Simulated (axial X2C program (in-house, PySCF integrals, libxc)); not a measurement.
NaZr⁺: from Re and ωe to a spectrum

A bond curve at the PBE0 level, two-component, was computed with an in-house all-electron X2C program for linear molecules (integrals from PySCF) (basis Zr dyall-cv3z [11s12p9d6f3g], Na dyall-cv3z [9s8p5d2f] (cores contracted in-house)) for the state Ω = 1 (⟨Sz⟩ = -1.00, ⟨Lz⟩ = 2.00 at PBE0). Its fit gives Re = 3.4424 Å, ωe = 136.2 cm⁻¹, ωexe = 0.718 cm⁻¹ and αe = 5.246e-04 cm⁻¹; the masses are 89.9047 and 22.9898 u. Two-component means X2C with spin–orbit coupling and atomic mean-field Coulomb and Gaunt terms.

**Question.** Find the reduced mass, Be and the force constant.

**Answer.** From the PBE0 values: μ = 18.3082 u. Be = 16.8576/(μ Re²) = 0.0777 cm⁻¹. k = 5.8918×10⁻⁷ μ ωe² = 0.2 mdyn/Å.

**Question.** A Morse curve ties αe to the other constants (Pekeris). How well does that hold?

**Answer.** αe(Morse) = 6Be²/ωe × (√(ωexe/Be) − 1) = 5.425e-04 cm⁻¹; the PBE0 curve gives 5.246e-04 cm⁻¹, a ratio of 1.03.

**Question.** Where do the fundamental and the first overtone lie?

**Answer.** ν(1←0) = ωe − 2ωexe = 134.8 cm⁻¹; ν(2←0) = 2ωe − 6ωexe = 268.1 cm⁻¹.

**Question.** Estimate the centrifugal constant by the Kratzer relation.

**Answer.** D = 4Be³/ωe² = 1.01e-07 cm⁻¹.

Occupations by symmetry block were frozen at the best pattern of an incomplete PBE0 search. Density functionals use the spin component along the axis (collinear). Other states lie close and PBE0, whose exact exchange favours high spin, may order them wrongly; the determinant shown need not be the ground state. The nearest other 2c determinant of the search, Ω = 2, lies 0.09 eV up at the distance of the search. Without a current term, density functionals place determinants with orbital angular momentum somewhat too high. With several unpaired electrons one determinant need not be a pure state. The levels of this run spread widely (ωe from 108 to 136 cm⁻¹), so these constants depend on the method.
